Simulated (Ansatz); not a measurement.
C2H5FS2Si can be A, `C=C(S)S[SiH2]F`, or B, `F/C=C(\[SiH3])SS`.

Program: Ansatz. Geometries: PBE0-D4/def2-TZVP. ΔE: electronic, gas phase. CBS: MP2 limit from def2 TZ/QZ plus the TZ coupled-cluster correction, frozen cores. DFT in def2-TZVPP. B3LYP here is the variant with VWN-RPA as its local correlation; programs differ in this. Each species was taken in one conformer, which may not be the lowest.

A:

```xyz
11

C    -0.753    0.587    1.590
C    -0.981   -0.008    0.423
S    -1.697   -1.613    0.344
S    -0.526    0.766   -1.118
Si    1.487    0.108   -1.140
F     2.368    0.907   -0.073
H    -0.234    1.535    1.635
H    -1.074    0.132    2.520
H    -2.162   -1.508   -0.910
H     2.012    0.416   -2.489
H     1.561   -1.323   -0.781
```

B:

```xyz
11

F     0.064   -1.736   -2.041
C     0.179   -1.674   -0.717
C    -0.099   -0.570   -0.031
Si   -0.688    1.052   -0.746
S    -0.042   -0.752    1.729
S     1.607    0.324    2.293
H     0.509   -2.614   -0.285
H    -0.397    1.135   -2.198
H    -2.149    1.178   -0.512
H     0.007    2.150   -0.030
H     1.010    1.506    2.538
```

**Question.** Which is lower in electronic energy at CCSD(T)/CBS, and by how much? (An estimate is asked.)

**Answer.** The calculation gave: A, by 256.8 kJ/mol.

**Question.** Give E(B) − E(A) in kJ/mol with r2SCAN-D4, HF/def2-TZVPP, PBE-D4, B3LYP, B2PLYP, B3LYP-D4, ωB97M-V. (Estimate.)

**Answer.** Ansatz gave: r2SCAN-D4 243.6, HF/def2-TZVPP 251.3, PBE-D4 227.9, B3LYP 237.5, B2PLYP 248.7, B3LYP-D4 240.0, ωB97M-V 244.6. None reverses the order clearly.

Largest T1 diagnostic: 0.013.

From PBE to PBE0 (25 % exact exchange), in def2-TZVPP and without D4, E(B) − E(A) moves by +10.1 kJ/mol.
